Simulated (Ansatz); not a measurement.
```yaml
crystal:
  periodic: [false, false, false]
  atoms:
    - {symbol: Sr, position_ang: [1.934689, 0.377548, 2.121757]}
    - {symbol: Sr, position_ang: [-0.936805, -1.394562, 0.440903]}
    - {symbol: Sr, position_ang: [-1.363488, 2.284285, 1.144564]}
    - {symbol: Sr, position_ang: [-1.063080, 0.919980, -2.531984]}
    - {symbol: Sr, position_ang: [2.235221, -0.986580, -1.554831]}
    - {symbol: S, position_ang: [-0.234427, -1.684688, -2.496001]}
    - {symbol: S, position_ang: [1.017545, 1.514772, -0.478898]}
    - {symbol: S, position_ang: [-2.887731, 0.726879, -0.505748]}
    - {symbol: S, position_ang: [-0.677612, 0.326965, 2.925241]}
    - {symbol: S, position_ang: [1.975687, -2.084610, 0.935008]}
basis:
  gaussian: {orbitals: def2-SVPD}
total_charge: 1
magnetization: {spin_polarized: true, initial_magnetization: 1}
hamiltonian: {xc: {name: SPW92}}
scf: {omitted_lower_state_checks: [starts]}
output: {forces: true}
```

```sh
$ ansatz run in.yaml --threads 2 --pin off --events-out ev --progress --plain --max-ram 20480MiB --backend cpu
```

It prints (some lines left out):

```
Functional definition: SPW92
2830 factors; their error is unknown
mean field evaluation 1: about -58128.2192 eV, gradient 5.9e1 eV
mean field evaluation 2: about -57886.1053 eV, gradient 1.9e2 eV
mean field evaluation 4: about -58140.6100 eV, gradient 3.9e1 eV
mean field evaluation 8: about -58149.6481 eV, gradient 1.3e1 eV
mean field evaluation 16: about -58151.3301 eV, gradient 4.4e-1 eV
mean field evaluation 32: about -58151.3501 eV, gradient 1.5e-5 eV
mean field -58151.35007958 eV, -2137.0226990237 hartree, gradient 2.0e-6 eV, S^2 0.751276; 0 other end points of the search recorded, 0 dependent functions left out
reference -58151.35024109 eV, -2137.0227049593 hartree; 65, 64 occupied and 200, 201 virtual orbitals, 2830 factors
Total energy: -58151.35024109 eV, -2137.0227049593 hartree
Atom 0 at     1.934689     0.377548     2.121757 Å, force     0.032257     0.015695     0.082927 eV/Å
Atom 1 at    -0.936805    -1.394562     0.440903 Å, force    -0.045367    -0.067605     0.021350 eV/Å
Atom 2 at    -1.363488     2.284285     1.144564 Å, force    -0.065929     0.060576     0.015121 eV/Å
Atom 3 at    -1.063080     0.919980    -2.531984 Å, force    -0.022578    -0.001330    -0.087445 eV/Å
Atom 4 at     2.235221    -0.986580    -1.554831 Å, force     0.075919    -0.045730    -0.019848 eV/Å
Atom 5 at    -0.234427    -1.684688    -2.496001 Å, force     0.029896     0.356382     0.484133 eV/Å
Atom 6 at     1.017545     1.514772    -0.478898 Å, force    -0.361244    -0.537748     0.169987 eV/Å
Atom 7 at    -2.887731     0.726879    -0.505748 Å, force     0.575887    -0.124575     0.122874 eV/Å
Atom 8 at    -0.677612     0.326965     2.925241 Å, force     0.163574    -0.068316    -0.575175 eV/Å
Atom 9 at     1.975687    -2.084610     0.935008 Å, force    -0.382414     0.412652    -0.213924 eV/Å
Dipole moment:     1.177094     1.752321    -0.553998 e Å
Checks for a lower state left out: starts
```

It took 82 s on 2 threads of AMD EPYC 7R13 on a shared host, peak host memory 1.8 GiB.

In the def2 sets Sr takes a core potential; there is no spin–orbit coupling.

The dipole of an ion depends on the origin.
